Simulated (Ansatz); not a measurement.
Job for Ansatz (a first-principles code): R-BLYP/def2-TZVPP on C2H6InN (SMILES C=[CH][InH][NH2]), a point of a torsion scan. Elements past Kr take the def2 small-core potentials; no spin–orbit coupling.

Ansatz 0.2 input:
```yaml
crystal:
  periodic: [false, false, false]
  atoms:
    - {symbol: C, position_ang: [-1.75144879, -0.72332641, 0.24899667]}
    - {symbol: C, position_ang: [-1.33561339, 0.52131929, 0.10403680]}
    - {symbol: In, position_ang: [0.80681791, 0.97929851, -0.24598450]}
    - {symbol: N, position_ang: [2.30178699, -0.42915748, -0.20734217]}
    - {symbol: H, position_ang: [-1.06451378, -1.56257941, 0.20677193]}
    - {symbol: H, position_ang: [-2.79045446, -0.98316832, 0.41742723]}
    - {symbol: H, position_ang: [-2.03954770, 1.34401169, 0.15121261]}
    - {symbol: H, position_ang: [1.33645765, 2.61778189, -0.48253313]}
    - {symbol: H, position_ang: [2.82181101, -0.51760422, -1.07520336]}
    - {symbol: H, position_ang: [1.95713045, -1.36181373, 0.00682065]}
basis:
  gaussian:
    orbitals: def2-TZVPP
hamiltonian:
  xc: {name: BLYP}
scf: {lower_state_search: off}
```

Predict the final total energy.

-324.6166 hartree.
